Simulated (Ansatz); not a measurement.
C4H9LiO (SMILES [Li][O]C(C)(C)C), singlet, at a GFN2-xTB geometry (such geometries of metal compounds can be far from the true shape). Base run: HF/STO-3G (Ansatz, a first-principles code).

Ansatz was given this input:
Ansatz 0.2 input:
```yaml
crystal:
  periodic: [false, false, false]
  atoms:
    - {symbol: Li, position_ang: [0.95282533, 1.83910014, 1.90101642]}
    - {symbol: O, position_ang: [0.43255239, 0.83489297, 0.86300098]}
    - {symbol: C, position_ang: [-0.03502592, -0.06760544, -0.06988148]}
    - {symbol: C, position_ang: [1.00996337, -1.17350099, -0.30087268]}
    - {symbol: C, position_ang: [-1.34138713, -0.70998579, 0.42925014]}
    - {symbol: C, position_ang: [-0.30790875, 0.64947623, -1.40393297]}
    - {symbol: H, position_ang: [0.65889409, -1.89504914, -1.03388174]}
    - {symbol: H, position_ang: [1.20824296, -1.68396616, 0.63909625]}
    - {symbol: H, position_ang: [1.93671757, -0.72571334, -0.65307142]}
    - {symbol: H, position_ang: [-1.15549998, -1.21800808, 1.37306708]}
    - {symbol: H, position_ang: [-1.72553327, -1.42501360, -0.29348815]}
    - {symbol: H, position_ang: [-2.08443706, 0.06696570, 0.59554582]}
    - {symbol: H, position_ang: [0.61189980, 1.10687161, -1.76194522]}
    - {symbol: H, position_ang: [-1.04551189, 1.43359257, -1.24729881]}
    - {symbol: H, position_ang: [-0.67751677, -0.04642778, -2.15245897]}
basis:
  gaussian:
    orbitals: STO-3G
hamiltonian:
  xc: hf
```

Variants of this job, named by their change:

```tsv
change	ΔE vs base (eV)
base	0.00
symmetry_tolerance_ang = 0.01	0.00
occupation = up:A':15 A'':7 down:A':15 A'':7	0.00
occupation = up:A':16 A'':6 down:A':16 A'':6	13.74
occupation = up:A':14 A'':8 down:A':14 A'':8	17.97
```
